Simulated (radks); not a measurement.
Results of a calculation; reference values are marked as such.
Q: Er2.5+, configuration [Kr] 4d10 4f(up 6, down 6) 5p6 5s(up 0.75, down 0.75) (fractional occupations, a model configuration). Code: a radial shooting solver on a logarithmic mesh with Libxc functionals. Model: scalar-relativistic Kohn-Sham, PBE, spin-polarised, spherical densities, point nucleus. Some entries of the table are withheld. Estimate them.

orbital  occ.  eigenvalue (hartree)  <1/r> (bohr^-1)  <r^2> (bohr^2)
1s          2             -2109.391            77.58       0.0005677
2s          2             -355.0362              (1)        0.008833
2p          6             -314.0805            16.67        0.007187
3s          2             -80.16379            6.659         0.05801
3p          6             -67.70763            6.220         0.05841
3d         10             -52.12899              (2)         0.04873
4s          2             -16.45617            2.810          0.2917
4p          6             -12.36231            2.570          0.3309
4d         10              -6.88095            2.268          0.3962
5s        1.5              -2.70802            1.064           1.741
5p          6              -1.75523           0.8894           2.429
4f         12              -0.91663            1.660          0.8659

A: 
(1) 2s <1/r> (bohr^-1): 18.06
(2) 3d <1/r> (bohr^-1): 5.896
